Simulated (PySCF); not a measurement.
Compound: C5H10O2.
Numbering: `[CH3:1][C:2]([CH3:3])([CH3:4])[C:5](=[O:6])[OH:7]` (hydrogens: H8, H9, H10 on C1; H11, H12, H13 on C3; H14, H15, H16 on C4; H17 on O7)

Structure used (PBE0-D3(BJ)/def2-SVP), in Å, numbered top down from 1:
```xyz
17
C5H10O2 angstrom
C     -0.150    1.478   -0.697
C     -0.084    0.101   -0.044
C     -0.628   -0.971   -0.999
C     -0.882    0.085    1.264
C      1.374   -0.237    0.234
O      2.325    0.378   -0.172
O      1.513   -1.346    0.978
H      0.246    2.255   -0.027
H      0.443    1.506   -1.621
H     -1.194    1.729   -0.940
H     -0.070   -0.977   -1.948
H     -1.685   -0.762   -1.229
H     -0.564   -1.973   -0.551
H     -0.856   -0.906    1.737
H     -1.933    0.344    1.059
H     -0.488    0.820    1.983
H      2.467   -1.489    1.075
```

Linear response at CAM-B3LYP/def2-SVPD (PySCF, frozen core in the response, non-relativistic). One conformer (not necessarily the lowest) at the PBE0-D3(BJ)/def2-SVP geometry, without solvent, vibrations or thermal averaging.

Static isotropic polarisability: 68.15 au (10.10 Å³), principal values 62.5, 70.2, 71.8 au.

Question: What is the polarisability at 1064 nm and at the sodium D line?

Answer: 68.59 au at 1064 nm (+0.6 %), 69.61 au at 589.3 nm (+2.1 %). The rise at 589.3 nm is 3.33 times that at 1064 nm; a pure ω² law gives 3.26. The lowest singlet lies at 212 nm, shorter than both wavelengths.

Question: What is the isotropic C6 coefficient between two such molecules, C6 = (3/π)∫α(iω)² dω?

Answer: 2149 au (Eh·bohr⁶) by a ten-point quadrature over imaginary frequencies, which is 1280 eV·Å⁶ or 124 J·nm⁶/mol.

Question: Which effective excitation energy ω̄ makes London's formula C6 = (3/4)α²ω̄ exact here?

Answer: ω̄ = 4·C6/(3α²) = 0.617 Eh = 16.8 eV. A one-pole form α(ω) = α/(1 − ω²/ω̄²) fitted to the 1064 nm value gives 14.6 eV.

Question: How anisotropic is the static polarisability, by Δα² = ½[(α1 − α2)² + (α2 − α3)² + (α3 − α1)²]?

Answer: Δα = 8.6 au, or 0.13 of the isotropic value.

Question: The lowest 6 singlets have (eV, f): 5.86, 0.001; 7.44, 0.046; 8.41, 0.044; 8.45, 0.028; 8.73, 0.006; 8.83, 0.098. What share of the static polarisability do they carry in the sum over states α = Σ f/ω²?

Answer: 2.38 au, 3.5 % of α; the largest term, 0.93 au, is that of the state at 8.83 eV. Their oscillator strengths add up to 0.22. Higher states carry the rest.

Question: What three-body coefficient follows from the one-pole estimate C9 = (3/4)·α·C6?

Answer: 110000 au. This is an estimate from the two numbers above, not a computed integral.

Question: What n − 1 at the D line would an ideal gas of it have at 273.15 K and 1 atm (2.6868 × 10¹⁹ cm⁻³), by n − 1 = 2π·N·α′?

Answer: 17.41 × 10⁻⁴, a formal value whether or not that pressure can be reached.
